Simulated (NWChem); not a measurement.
# GaNH3OBr; SMILES [NH2][Ga]([OH])[Br]

```xyz
7

Ga    -0.0035     0.7614    -0.0006
Br     0.0002    -1.5269     0.0002
O     -1.5457     1.6399     0.0009
H     -2.3201     1.0685     0.0025
N      1.5371     1.6756     0.0031
H      1.5793     2.6862    -0.0094
H      2.4473     1.2360    -0.0099
```
Atoms are numbered in this order, from 1.

Program: NWChem. The geometry was optimised at PBE0/def2-SVP.

Taking Hartree-Fock/def2-TZVPP as the yardstick, which of these has the fewest basis functions while keeping “highest occupied level (eV)” within 0.05 eV of it: Hartree-Fock/def2-SVP; Hartree-Fock/def2-SVPD; Hartree-Fock/def2-TZVP?

Hartree-Fock/def2-TZVP.
| level | basis functions | highest occupied level (eV) |
|---|---|---|
| Hartree-Fock/def2-SVP | 107 | -11.06 |
| Hartree-Fock/def2-SVPD | 146 | -11.24 |
| Hartree-Fock/def2-TZVP | 176 | -11.16 |
| Hartree-Fock/def2-TZVPP | 200 | -11.16 |

The yardstick is one finite set, not the basis-set limit.
